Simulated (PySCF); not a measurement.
Input for PySCF: R-HF/STO-3G on C2HNO2 (a complex), monomers drawn apart or pushed together.

```python
from pyscf import gto, scf, dft, mp
from pyscf.data.elements import chemcore

mol = gto.M(
    atom='''
    O    -0.23082593    1.15738675   -0.46667028
    C    -0.02348325    0.02262111   -0.34863643
    O     0.18303087   -1.11515204   -0.26256003
    C     0.12158051    0.52737387    4.96493171
    N     0.09025665    0.41850046    3.82524923
    H     0.15077543    0.62885211    6.02650734
    ''',
    basis='sto-3g',
    charge=0, spin=0, verbose=3, max_memory=1800)
mf = scf.RHF(mol)
mf.conv_tol = 1e-8
mf.max_cycle = 100
mf.kernel()
if not mf.converged:
    mf = mf.newton().run(mf.mo_coeff, mf.mo_occ)
```

### Question
Give the final energy of this run.

### Answer
-276.7405 hartree.
